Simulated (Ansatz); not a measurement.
Ansatz (a first-principles code) input (PBE/def2-TZVPD):

Ansatz 0.2 input:
```yaml
crystal:
  periodic: [false, false, false]
  atoms:
    - {symbol: N, position_ang: [1.02382385, -1.28759215, 0.77656738]}
    - {symbol: B, position_ang: [0.01418070, -0.53367034, 0.31036638]}
    - {symbol: N, position_ang: [-1.42827955, -0.76422530, 0.41480185]}
    - {symbol: Cl, position_ang: [0.26503514, 1.13851437, -0.70575286]}
    - {symbol: H, position_ang: [1.95035458, -0.96101987, 0.53217252]}
    - {symbol: H, position_ang: [-1.67519659, -1.41321972, 1.14831209]}
    - {symbol: H, position_ang: [-2.02046894, 0.05056918, 0.42589731]}
basis:
  gaussian:
    orbitals: def2-TZVPD
hamiltonian:
  xc: {name: PBE}
total_charge: -1
output: {forces: true}
```

Output:

```
Functional definition: PBE
integrals: 0.09 GiB planned
956 factors; their error is unknown
0.31 GiB of the device are held for the grids
0.94 GiB of device memory are held for the factors and their scratch space
mean field: 0.66 GiB planned
mean field evaluation 1: about -16213.0932 eV, gradient 7.2e1 eV
mean field evaluation 2: about -16076.2876 eV, gradient 1.7e2 eV
mean field evaluation 4: about -16222.6603 eV, gradient 2.1e1 eV
mean field evaluation 8: about -16223.6313 eV, gradient 2.6e-1 eV
mean field evaluation 16: about -16223.6171 eV, gradient 5.6e-3 eV
mean field -16223.61705141 eV, -596.2069298766 hartree, gradient 3.4e-5 eV, S^2 0.000000; 0 other end points of the search recorded, 0 dependent functions left out
the calculation of the forces begins
reference -16223.61710345 eV, -596.2069317891 hartree; 20, 20 occupied and 164, 164 virtual orbitals, 956 factors
Total energy: -16223.61710345 eV, -596.2069317891 hartree
Atom 0 at     1.023824    -1.287592     0.776567 Å, force     0.126816    -0.434220     0.262162 eV/Å
Atom 1 at     0.014181    -0.533670     0.310366 Å, force    -0.247605     0.403851    -0.206576 eV/Å
Atom 2 at    -1.428280    -0.764225     0.414802 Å, force     0.126756    -0.098047    -0.225246 eV/Å
Atom 3 at     0.265035     1.138514    -0.705753 Å, force    -0.007210    -0.003087    -0.001992 eV/Å
Atom 4 at     1.950355    -0.961020     0.532173 Å, force     0.336754     0.082000    -0.073290 eV/Å
Atom 5 at    -1.675197    -1.413220     1.148312 Å, force    -0.105249    -0.240539     0.262862 eV/Å
Atom 6 at    -2.020469     0.050569     0.425897 Å, force    -0.230262     0.290042    -0.017920 eV/Å
Dipole moment:    -0.467117     0.428789    -0.047853 e Å
```

It need not be the lowest isomer of its formula. Whether it binds its extra electron was not tested at this geometry.
